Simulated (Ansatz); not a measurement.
Relaxation of AlCl$_{2}$H$_{2}$N (6 atoms, charge 0, multiplicity 1), to a largest force component of 0.02 eV/Å in at most 40 steps.

All numbers below come from RKS r2SCAN-D4/6-31G in Ansatz.

```xyz
6
Properties=species:S:1:pos:R:3
Al 0.000 0.000 0.000
Cl 0.000 0.000 2.230
N 1.663 0.000 -0.960
H 2.129 -0.918 -1.212
H 2.114 0.918 -1.238
Cl -1.931 0.000 -1.115
```

Where does it end, and by what steps?

The forces met the threshold. Limits of this set-up: no polarisation functions. After 8 steps the energy has fallen by 0.774 eV; H5 moved furthest, 1.06 Å.

```tsv
step	energy less start (eV)	largest force component (eV/Å)	accepted
0	0.0000	2.016	yes
1	-0.3411	0.912	yes
2	-0.4107	0.865	yes
3	-0.4811	1.299	yes
4	-0.6114	0.608	yes
5	-0.7122	0.337	yes
6	-0.7681	0.098	yes
7	-0.7684	0.192	yes
8	-0.7739	0.006	yes
```

```xyz
6
Properties=species:S:1:pos:R:3
Al 0.049 -0.001 -0.027
Cl 0.013 -0.495 2.091
N 1.578 -0.001 -0.911
H 2.474 -0.220 -0.494
H 1.661 0.221 -1.896
Cl -1.800 0.496 -1.059
```

Run time: 45 s on 1 thread of Arm Neoverse V1 (shared host), peak memory 0.15 GiB.
